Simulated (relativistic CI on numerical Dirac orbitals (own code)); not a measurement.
# What each ingredient does to the levels of La⁶⁺

Base calculation: Dirac-Coulomb-Breit CI, KLI orbitals optimised for each configuration, QED by a radiative potential, unscaled Slater integrals.

Configuration list (outside the closed core [Kr] 4d10): 5s²5p³, 5s5p⁴, 5s²5p²4f, 5s²5p²5d, 5p⁵, 5s5p³5d, 5s²5p²5f, 5s²5p4f5d, 5s5p³4f, 5s5p²4f², 5s²5p²5g, 5s²5p²6s, 5p⁴4f, 5s²5p4f², 5s²4f³, 5s²4f²5d, 5s5p4f²5d, 5s²4f²5f, 5s5p4f³. Double excitations out of closed p, d and f shells are left out; levels of such configurations are missing from the list, as are those of other unlisted configurations, and high levels can miss mixing partners.

Variants: (1) configuration mixing switched off; (2) one mean potential for all configurations. Shifts of the energy above 5s²5p³ ⁴S°3/2, in cm⁻¹, for the lowest level and the first level of each name with at least 55 % of one term (blank where a level changes its place among those of its configuration and J or its character, or is not in the variant):

```tsv
Level	Base	Δ(1)	Δ(2)
5s²5p³ ⁴S°3/2	0.0	0.0	0.0
5s²5p³ ²D°3/2	20667.1	+2409.4	+112.4
5s²5p³ ²D°5/2	28005.8	+3394.2	+166.1
5s²5p³ ²P°1/2	45280.0	+1710.2	+161.4
5s²5p³ ²P°3/2	60386.5	+2981.6	+282.0
5s²5p²4f ⁴G°9/2	140448.0	-5724.8	+1772.2
5s²5p²4f ²G°7/2	140706.5	-4849.0	+1971.7
5s5p⁴ ⁴P5/2	142623.2	+4373.7	+584.1
5s²5p²4f ²G°9/2	145633.9	-4700.6	+2048.7
5s²5p²4f ⁴G°11/2	147413.8	-5491.1	+1762.4
5s²5p²4f ⁴D°1/2	149105.5	-4824.5	+1835.1
5s5p⁴ ⁴P3/2	156519.5	+5041.7	+697.2
5s²5p²4f ²D°3/2	156813.5	-6667.0	+1757.3
5s5p⁴ ⁴P1/2	160128.7	+4825.8	+716.6
```

At this charge configurations can still be misplaced by up to about 7 % of their energy. Levels and lines within the n = 5 or 6 shells can be off by up to 10 % or somewhat more, and those that change n by about 2 %, since core polarisation is missing. Levels that differ in their count of f electrons can be misplaced by several ten thousand cm⁻¹, since the correlation energy of f electrons is missing or only estimated; rates across such gaps can be off by orders of magnitude.

Ionisation energy from the two ground configurations alone: base 88.3 eV. The NIST ASD value (theoretical) is 88 eV.

LS names give the leading component of a level, which can be under half, so a name can repeat, a term be missing and a line seem to break the LS rules.
